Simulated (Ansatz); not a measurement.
Consider the formal exchange of groups at a Ge–C bond: `[SiH3][CH2][GeH2][Cl]` + BH₃ → `[BH2][GeH2][Cl]` + `C[SiH3]`.

Calculated with Ansatz (gas phase, PBE0-D4/def2-TZVP geometries, no zero-point term in ΔE). CBS: MP2 limit from def2 TZ/QZ plus the TZ coupled-cluster correction, frozen cores. This one scheme is used for every species. DFT in def2-TZVPP. For Ge outer-core shells are correlated without core-valence functions, which leaves a few kJ/mol of doubt a bond. Scalar relativity is left out up to krypton. One conformer a species, not always the lowest.

`[SiH3][CH2][GeH2][Cl]`:

```xyz
11

Si    1.110    0.045   -1.171
C    -0.501    0.562   -0.361
Ge   -0.815   -0.215    1.394
Cl   -0.570   -2.358    1.229
H     1.047   -1.370   -1.610
H     1.377    0.906   -2.355
H     2.232    0.207   -0.207
H    -0.510    1.649   -0.232
H    -1.343    0.302   -1.008
H     0.222    0.260    2.422
H    -2.249    0.011    1.898
```

BH₃:

Z-matrix (Å, degrees):
```
B
H 1 1.193
H 1 1.193 2 120.0
H 1 1.193 2 120.0 3 180.0
```

`[BH2][GeH2][Cl]`:

```xyz
7

B    -0.347    0.872    0.880
Ge    0.103   -0.608   -0.471
Cl    1.722   -0.001   -1.780
H    -1.224    0.683    1.668
H     0.245    1.906    0.892
H     0.580   -1.905    0.208
H    -1.078   -0.945   -1.398
```

`C[SiH3]`:

```xyz
8

C    -0.663    0.729   -0.062
Si    0.594   -0.652    0.056
H    -0.186    1.701    0.077
H    -1.435    0.617    0.703
H    -1.151    0.727   -1.039
H     1.645   -0.496   -0.986
H    -0.059   -1.975   -0.137
H     1.255   -0.649    1.389
```

| species | PBE-D4 energy (Eh) |
| --- | --- |
| `[SiH3][CH2][GeH2][Cl]` | -2868.37842 |
| BH₃ | -26.55351 |
| `[BH2][GeH2][Cl]` | -2563.92270 |
| `C[SiH3]` | -331.01236 |

Task: Work out ΔE.

Result: ΔE = (-2563.92270) + (-331.01236) − (-2868.37842) − (-26.55351) = -0.00313 Eh = -8.2 kJ/mol. CCSD(T)/CBS gives +4.1 kJ/mol.

Largest T1 diagnostic among the species: 0.011.

The D4 term adds +9.4 kJ/mol with B3LYP and +5.3 kJ/mol with PBE0; it sums over pairs of atoms, weighted by their polarisabilities, and B3LYP, whose exchange is more repulsive, gets the larger term. In def2-TZVPP, CCSD(T) changes the Hartree–Fock value by +4.7 kJ/mol (the triples alone add +1.7 kJ/mol) and MP2 by +12.4 kJ/mol. From PBE to PBE0 (25 % exact exchange), in def2-TZVPP and without D4, ΔE moves by +4.6 kJ/mol.

B3LYP here is the variant with VWN-RPA as its local correlation; programs differ in this.
